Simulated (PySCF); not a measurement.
Spectrum to structure. Computed with PySCF, TDDFT CAM-B3LYP/def2-SVPD, vertical, gas phase, core orbitals frozen in the response. Geometries: GFN2-xTB, one conformer each.

```json
{"state": "S1", "ν̃ (cm⁻¹)": "56680", "f": "0.312", "main configurations (H = HOMO, L = LUMO)": "H→L (97%)"}
{"state": "S2", "ν̃ (cm⁻¹)": "62020", "f": "0.0001", "main configurations (H = HOMO, L = LUMO)": "H-1→L (92%)"}
{"state": "S3", "ν̃ (cm⁻¹)": "64800", "f": "0.028", "main configurations (H = HOMO, L = LUMO)": "H→L+1 (58%), H→L+2 (32%)"}
{"state": "S4", "ν̃ (cm⁻¹)": "67920", "f": "0.0001", "main configurations (H = HOMO, L = LUMO)": "H→L+2 (57%), H→L+1 (33%)"}
{"state": "S5", "ν̃ (cm⁻¹)": "70770", "f": "0.0030", "main configurations (H = HOMO, L = LUMO)": "H-3→L (86%)"}
{"state": "S6", "ν̃ (cm⁻¹)": "71450", "f": "0.068", "main configurations (H = HOMO, L = LUMO)": "H-2→L (94%)"}
{"state": "S7", "ν̃ (cm⁻¹)": "74630", "f": "0.0001", "main configurations (H = HOMO, L = LUMO)": "H→L+3 (87%)"}
{"state": "S8", "ν̃ (cm⁻¹)": "79310", "f": "0.0002", "main configurations (H = HOMO, L = LUMO)": "H→L+5 (36%), H→L+4 (16%), H-2→L+2 (10%)"}
```

Task: Which candidate is it? All have the formula C4H4F4.
A. `FC/C=C\C(F)(F)F`
B. `F[C@@H]1C[C@H](F)C1(F)F`
C. `C(/C=C/C(F)(F)F)F`

Result: A. Its S1, at 7.03 eV, is the lowest among the candidates; the nearest of the others has S1 at 7.54 eV. S1 is HOMO→LUMO (97%). Löwdin shares by element: HOMO carbon 75% or more (atoms not listed hold the other 25%); LUMO carbon 77% (atoms not listed hold the other 23%). At the same level the other candidates give, for their lowest levels:
- `FC/C=C/C(F)(F)F`: 7.54 eV (f 0.486); 8.08 eV (f 0.006); 8.19 eV (f 0.000); 8.61 eV (f 0.007); 9.20 eV (f 0.045); T1 4.43 eV; HOMO -10.02, LUMO 0.26 eV
- `F[C@@H]1C[C@H](F)C1(F)F`: 7.91 eV (f 0.002); 8.49 eV (f 0.000); 8.90 eV (f 0.005); 9.23 eV (f 0.014); 9.48 eV (f 0.020); T1 7.45 eV; HOMO -10.82, LUMO 0.82 eV

Conformer computed: `[F:1][CH2:2]/[CH:3]=[CH:4]\[C:5]([F:6])([F:7])[F:8]`: F1–C2–C3–C4 176°, C3–C4–C5–F6 55°.
Triplets come from the Tamm–Dancoff approximation.

Without π bonds the low states are Rydberg-like; a valence basis with one diffuse set may place them up to an eV too high.
